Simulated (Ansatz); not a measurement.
Consider the redistribution: `CNB(N)O` + `[BH2][GeH2][CH3]` → `BB(N)O` + `C[NH][GeH2][CH3]`.

Calculated with Ansatz (gas phase, PBE0-D4/def2-TZVP geometries, no zero-point term in ΔE). CCSD(T)/CBS is the MP2 limit (def2-TZVPP, def2-QZVPP) plus CCSD(T) − MP2 in def2-TZVPP, frozen cores. Functionals use def2-TZVPP. B3LYP here is the variant with VWN-RPA as its local correlation; programs differ in this. For Ge outer-core shells are correlated without core-valence functions, which leaves a few kJ/mol of doubt a bond. Scalar relativity is left out up to krypton. One conformer a species, not always the lowest.

(1) Is it downhill or uphill in electronic energy at CCSD(T)/CBS, and by how much? (Estimate.)

(2) What do these levels give: PBE-D4, B3LYP-D4, B2PLYP, PBE, r2SCAN, PBE0, SCS-MP2/def2-TZVPP, CCSD/def2-TZVPP, CCSD(T)/def2-TZVPP, HF/def2-QZVPP, MP2/def2-QZVPP, CCSD/CBS(def2)? (Best estimate.)

Largest T1 diagnostic among the species: 0.013.

Results:

(1) The calculation gave: Uphill: ΔE = +95.2 kJ/mol.

(2) Ansatz gave: PBE-D4 92.8, B3LYP-D4 94.8, B2PLYP 94.0, PBE 93.6, r2SCAN 98.1, PBE0 98.9, SCS-MP2/def2-TZVPP 89.6, CCSD/def2-TZVPP 94.8, CCSD(T)/def2-TZVPP 92.6, HF/def2-QZVPP 98.3, MP2/def2-QZVPP 93.6, CCSD/CBS(def2) 97.3 kJ/mol.

From PBE to PBE0 (25 % exact exchange), in def2-TZVPP and without D4, ΔE moves by +5.3 kJ/mol. In def2-TZVPP, CCSD(T) changes the Hartree–Fock value by −6.1 kJ/mol (the triples alone add −2.1 kJ/mol) and MP2 by −6.4 kJ/mol.
